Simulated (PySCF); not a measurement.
An unknown shows these calculated signals:

¹H NMR (300 MHz, computed): δ 9.59 (s, 1H), 7.78 (dd, J = 8.7, 1.2 Hz, 1H), 7.31 (td, J = 8.9, 4.8 Hz, 1H), 7.05 (ddd, J = 9.1, 8.5, 2.4 Hz, 1H), 6.95 (ddd, J = 8.2, 2.4, 1.2 Hz, 1H).

¹³C{¹H} NMR (computed): δ 176.4 (CH), 159.6 (C, d, J = 318.1 Hz), 130.0 (C, d, J = 2.4 Hz), 123.8 (CH, d, J = 4.7 Hz), 115.7 (CH), 115.4 (CH, d, J = 19.3 Hz), 113.2 (CH, d, J = 18.4 Hz).

Computational details: geometry: PBE0-D3(BJ)/def2-SVP, J: B3LYP/pcJ-1 (spin–dipole term only in couplings to heteroatoms), σ from GIAO-KT3/pcSseg-1, in PySCF 2.14 (non-relativistic Hamiltonian, gas phase, one computed conformer).

Scale: ¹H (31.32 ppm), ¹³C (182.31 ppm) against TMS (reference shieldings calculated alike).

Question: Which of these does the molecule contain: an aldehyde, a benzene ring, a C≡C triple bond, a ketone, a Si–CH3 group?

Answer: 
- An aldehyde: yes (δC 176.4; δH 9.59 (s)).
- A benzene ring: yes.
- A C≡C triple bond: no.
- A ketone: no.
- A Si–CH3 group: no.

The data belong to SMILES O=Cc1cccc(F)c1, C7H5FO; they needn't prove each group on their own.

Carbon signals by region: 1 in the far downfield region (above 160 ppm), 6 in the sp2 and nitrile region (100–160 ppm). Above 160 ppm: 176.4, aldehyde carbonyl carbon.

C–F couplings over four or more bonds (about 3 Hz to the para carbon of a fluoroarene) are left out. Common functionals overestimate the size of one-bond C–F couplings by tens of Hz; these are unscaled. Splittings below 1 Hz are ignored in the labels, and close J values are merged. Unscaled 3J(H,H) at this level run about 10 % above measured values. Shifts are as computed, not scaled to solution data. Of 1211 compounds with measured shifts, 218 miss one by over three times the rms of a fit or turn the order of signals round; such compounds aren't used in these exercises.
